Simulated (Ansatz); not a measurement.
Abridged output of a molecular run in Ansatz:

```
Functional definition: HF
1177 factors; integrals over basis functions are off by at most 1.0e-3 eV
mean field evaluation 1: about -73884.7965 eV, gradient 3.1e1 eV
mean field evaluation 2: about -73884.8588 eV, gradient 3.1e1 eV
mean field evaluation 4: about -73887.3640 eV, gradient 3.2e0 eV
mean field evaluation 8: about -73887.4139 eV, gradient 2.1e-1 eV
mean field -73887.41416047 eV, -2715.3123877093 hartree, gradient 1.1e-6 eV, S^2 0.000000; 0 other end points of the search recorded, 0 dependent functions left out
15 core orbitals not correlated: weight in the atoms' cores, before any rotation towards them, 1.000 or more for the frozen orbitals, at most 0.000 for the correlated occupied ones
reference -73887.41416047 eV, -2715.3123877093 hartree; 22, 22 occupied and 74, 74 virtual orbitals, 1177 factors
second order -17.06918145 eV of doubles, -0.00000000 eV of singles
cycle   1  -17.48997163 eV  change   -4.2e-1 eV  update   1.1e-1
cycle   2  -18.01332704 eV  change   -5.2e-1 eV  update   3.3e-2
cycle   3  -18.12140883 eV  change   -1.1e-1 eV  update   1.8e-2
cycle   4  -18.11003907 eV  change    1.1e-2 eV  update   4.7e-3
cycle   5  -18.10958563 eV  change    4.5e-4 eV  update   1.8e-3
cycle   6  -18.10950696 eV  change    7.9e-5 eV  update   6.0e-4
cycle   7  -18.10902217 eV  change    4.8e-4 eV  update   1.8e-4
cycle   8  -18.10903914 eV  change   -1.7e-5 eV  update   6.7e-5
cycle   9  -18.10906777 eV  change   -2.9e-5 eV  update   2.5e-5
perturbative correction -0.51460097 eV, -0.0189112367 hartree
Total energy: -73906.03782921 eV, -2715.9967949119 hartree
```

Its atoms:

Z-matrix (Å, degrees):
```
Sn
B 1 2.269
H 1 1.706 2 113.1
H 1 1.707 2 112.8 3 122.5
H 1 1.718 2 108.0 3 -119.0
Se 2 1.941 1 118.7 3 -56.9
O 2 1.353 1 122.5 3 123.1
H 6 1.472 2 95.8 1 -179.8
H 7 0.961 2 114.3 1 -0.3
```

Task: Which basis set was used?
A. cc-pV(Q+d)Z
B. def2-TZVPPD
C. cc-pV(T+d)Z
D. def2-SVP

Result: D. It gives 111 functions.

Task: Write the keys of the input that set method, charge and spin (a neutral closed shell needs none for the last two).

Result: 
```yaml
correlation: {method: ccsd_t}
```
